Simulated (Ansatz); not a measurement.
`C=C(F)S[SiH3]` + `[NH2][AlH2]` → `C=C(F)[NH][AlH2]` + `[SiH3]S`  (substitution at a C–S bond)

Isolated molecules relaxed with PBE0-D4/def2-TZVP in Ansatz; ΔE leaves out vibrations. CCSD(T)/CBS is the MP2 limit (def2-TZVPP, def2-QZVPP) plus CCSD(T) − MP2 in def2-TZVPP, frozen cores. This one scheme is used for every species. Functionals use def2-TZVPP. B3LYP here is the variant with VWN-RPA as its local correlation; programs differ in this. Each species was taken in one conformer, which may not be the lowest.

`C=C(F)S[SiH3]`:

Z-matrix (Å, degrees):
```
Si
S 1 2.151
H 1 1.483 2 103.3
H 1 1.483 2 110.2 3 -118.6
H 1 1.481 2 112.0 3 118.4
C 2 1.754 1 99.9 3 170.9
F 6 1.342 2 114.3 1 42.9
C 6 1.322 2 125.3 1 -139.9
H 8 1.082 6 120.1 2 -174.4
H 8 1.079 6 120.2 2 5.0
```

`[NH2][AlH2]`:

Cartesian coordinates in Å:
```
N -0.741 -0.447 -0.362
Al 0.654 0.395 0.320
H -0.886 -1.443 -0.328
H -1.506 0.000 -0.841
H 1.764 -0.475 1.040
H 0.714 1.970 0.171
```

`C=C(F)[NH][AlH2]`:

Z-matrix (Å, degrees):
```
C
C 1 1.329
H 1 1.080 2 120.5
H 1 1.079 2 120.0 3 180.0
F 2 1.342 1 119.5 3 -180.0
N 2 1.367 1 129.9 3 -0.0
Al 6 1.799 2 130.0 1 180.0
H 6 1.010 2 111.5 1 -0.0
H 7 1.581 6 112.2 2 -180.0
H 7 1.573 6 121.9 2 -0.0
```

`[SiH3]S`:

Z-matrix (Å, degrees):
```
Si
S 1 2.137
H 1 1.485 2 111.6
H 1 1.485 2 111.6 3 -122.0
H 1 1.482 2 104.8 3 119.0
H 2 1.344 1 94.7 3 60.9
```

```
             level  ΔE (kJ/mol)  difference from CCSD(T)/CBS
          B3LYP-D4        -22.8                         -5.0
           ωB97X-V        -24.2                         -6.4
               PBE        -22.0                         -4.2
    MP2/def2-TZVPP        -19.4                         -1.6
SCS-MP2/def2-TZVPP        -20.5                         -2.7
   CCSD/def2-TZVPP        -25.9                         -8.1
CCSD(T)/def2-TZVPP        -22.5                         -4.7
      HF/CBS(def2)        -38.3                        -20.5
     MP2/CBS(def2)        -14.7                          3.1
    CCSD/CBS(def2)        -21.2                         -3.4
       CCSD(T)/CBS        -17.8                            0
```

Largest T1 diagnostic among the species: 0.013.

In def2-TZVPP, CCSD(T) changes the Hartree–Fock value by +16.4 kJ/mol (the triples alone add +3.4 kJ/mol) and MP2 by +19.5 kJ/mol. From PBE to PBE0 (25 % exact exchange), in def2-TZVPP and without D4, ΔE moves by −5.2 kJ/mol. The D4 term adds +3.3 kJ/mol with B3LYP and +1.8 kJ/mol with PBE0; it sums over pairs of atoms, weighted by their polarisabilities, and B3LYP, whose exchange is more repulsive, gets the larger term.
